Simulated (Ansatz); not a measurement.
Computed with Ansatz on PBE0-D4/def2-TZVP structures; ΔE is electronic, products minus reactants. CCSD(T)/CBS is the MP2 limit (def2-TZVPP, def2-QZVPP) plus CCSD(T) − MP2 in def2-TZVPP, frozen cores. Double bonds are as drawn, so ΔE can hold a change between cis and trans. DFT in def2-TZVPP. B3LYP here is the variant with VWN-RPA as its local correlation; programs differ in this. Each species was taken in one conformer, which may not be the lowest.

Consider the redistribution: `C[SiH](F)[SiH2]Cl` + `O[SiH2]/C=C/[SiH3]` → `[SiH3]/C=C\[SiH2]Cl` + `C[SiH](F)[SiH2]O`.

| level | ΔE (kJ/mol) |
| --- | --- |
| r2SCAN-D4 | 18.0 |
| B3LYP-D4 | 15.8 |
| ωB97M-V | 17.3 |
| B2PLYP | 19.4 |
| CCSD/def2-TZVPP | 18.9 |
| MP2/def2-QZVPP | 17.7 |
| HF/CBS(def2) | 24.4 |
| MP2/CBS(def2) | 17.4 |

(1) What does CCSD(T)/CBS give? (Estimate.)

Largest T1 diagnostic among the species: 0.012.

Results:

(1) Ansatz gave: +17.4 kJ/mol. The listed levels differ from it by 0.6, -1.6, -0.1, 2.0, 1.5, 0.3, 7.0, 0.0 kJ/mol.

In def2-TZVPP, CCSD(T) changes the Hartree–Fock value by −6.4 kJ/mol (the triples alone add −0.9 kJ/mol) and MP2 by −6.4 kJ/mol. The D4 term adds −4.3 kJ/mol with B3LYP and −2.4 kJ/mol with PBE0; it sums over pairs of atoms, weighted by their polarisabilities, and B3LYP, whose exchange is more repulsive, gets the larger term.
